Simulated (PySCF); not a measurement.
NMR data simulated for an unnamed compound:

¹H NMR (500 MHz, computed): δ 7.42 (d, 1H), 7.32 (m, 1H), 7.14 (m, 1H), 7.00 (d, 1H), 2.43 (s, 6H), 2.41 (s, 3H).

¹³C{¹H} NMR (computed): δ 159.8 (C), 139.1 (CH), 138.6 (C), 134.6 (CH), 129.2 (CH), 125.6 (CH), 40.1 (CH3), 18.4 (CH3).

No solvent, one conformer, non-relativistic, equivalent nuclei averaged. Structure optimised with PBE0-D3(BJ)/def2-SVP; shielding tensors at HF/pcSseg-1 (GIAO); PySCF 2.14.

Scale: TMS for ¹H, ¹³C (reference shieldings calculated alike).

Task: Which of these does the molecule contain: a tert-butyl group, a methoxy group, a heteroaromatic ring, a benzene ring, an N-methyl group?

Result: 
- A tert-butyl group: no.
- A methoxy group: no.
- A heteroaromatic ring: no.
- A benzene ring: yes.
- An N-methyl group: yes (δC 40.1; δH 2.43 (s)).

The data belong to `C1=C(N(C)C)C(C)=CC=C1`, C9H13N; they needn't prove each group on their own.

Carbon signals by region: 6 in the sp2 and nitrile region (100–160 ppm), 2 below 50 ppm.

Shifts are as computed. Against solution values, carbons near 30 ppm lie about -0 ppm off and those near 130 ppm about +7 ppm. Of 1211 compounds with measured shifts, 218 miss one by over three times the rms of a fit or turn the order of signals round; such compounds aren't used in these exercises. No couplings were computed; multiplicities are counted from neighbouring protons, with m where these are inequivalent, close in shift, in a saturated or five-membered ring or joined by F or P, and br s for small geminal =CH2 splittings.
